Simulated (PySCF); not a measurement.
# Electron correlation in Al+ (aluminium, charge +1)

[Ne] 3p2, high-spin 3P determinant (an excited configuration). All numbers are calculated (PySCF 2.14, scalar relativity by spin-free X2C-1e, in x2c-QZVPPall (9s6p4d2f1g, 70 functions)). Frozen: [Ne]; 2 electrons correlated.

With two correlated electrons CCSD is exact within the correlated space (frozen core and kept virtual orbitals).

| level | correlation energy (mhartree) |
| --- | --- |
| CCSD | -9.73 |

Diagnostics: T1 = 0.0022, D1 = 0.0031, largest double amplitude 0.078.

Cost of the coupled-cluster step: of the order of 2.3 core-seconds, for 2 correlated electrons.
